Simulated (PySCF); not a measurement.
C3H6O, SMILES C(C)(=C)O. Atoms are numbered in the order given.

```xyz
10

C      1.0243    -0.9939     0.0000
C      0.0408    -0.0830     0.0000
C      0.2455     1.3943     0.0000
O     -1.2769    -0.3921     0.0000
H      0.8105    -2.0668     0.0000
H      2.0687    -0.6834     0.0000
H     -0.2339     1.8415    -0.8851
H      1.3115     1.6511     0.0000
H     -0.2339     1.8415     0.8851
H     -1.3711    -1.3516     0.0000
```

Coordinates come from a PBE0-D3(BJ)/def2-SVP optimisation. The values are those of a single conformer.

Method: PBE/def2-TZVP (PySCF).

```json
{
 "total_energy": "-192.96844 hartree",
 "point_group": "Cs",
 "highest_occupied_level": "-5.35 eV",
 "lowest_empty_level": "-0.13 eV",
 "orbital_gap": "5.21 eV",
 "dipole_moment": "0.47 D",
 "quadrupole, principal values (traceless, Buckingham form, about the centre of nuclear charge)": "-3.63, -3.39, 7.02 D·Å",
 "mean_static_polarisability": "43.2 bohr³ (6.41 Å³)",
 "polarisability_principal_values": "31.2, 43.4, 55.1 bohr³"
}
```
